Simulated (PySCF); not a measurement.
## Working out the ionisation energy of Mo

Mo [Kr] 4d5 5s1 (7S) → Mo⁺ [Kr] 4d5 (6S). Calculation: PySCF 2.14, in def2-QZVPPD with the def2 core potential (28 electrons) (7s5p4d3f2g, 81 functions); scalar relativity through the core potential. Frozen: 4s2 4p6. Energies in hartree (1 hartree = 27.21139 eV):

```json
{"part": "UHF", "Mo (lower)": "-67.567716", "Mo⁺ (upper)": "-67.336925"}
{"part": "CCSD correlation", "Mo (lower)": "-0.090004", "Mo⁺ (upper)": "-0.068331"}
{"part": "(T)", "Mo (lower)": "-0.002675", "Mo⁺ (upper)": "-0.001299"}
```

Q: What does Hartree-Fock give?

A: (-67.336925) − (-67.567716) = 0.230791 hartree = 6.280 eV.

Q: What do CCSD and CCSD(T) give?

A: The CCSD correlation energies differ by 0.021673 hartree = 0.590 eV and the triples by 0.001376 hartree = 0.037 eV, so CCSD gives 6.870 eV and CCSD(T) 6.907 eV.

Measured between the centres of the two terms (NIST): 7.092 eV, so CCSD(T) (valence) is off by -0.185 eV.

What remains against the reference includes basis incompleteness, the frozen core and higher excitations.
